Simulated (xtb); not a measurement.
Se(H)(SeH) (H2Se2), SMILES [SeH][SeH]. All values are semi-empirical tight-binding results from xtb (GFN2-xTB unless named), good for trends rather than for accurate numbers. The structure is a stationary point at GFN2-xTB.

The geometry has at least one imaginary mode, so it is a saddle point at that level.

Computed properties:
- point group as xtb finds it = C2
- orbital gap = 2.72 eV
- static polarisability (D4 model) = 57.8 bohr³
- solvation energy, GFN2-xTB/ALPB(water) = -1.0 kcal/mol
- solvation energy, GFN2-xTB/ALPB(ch2cl2) = -2.9 kcal/mol
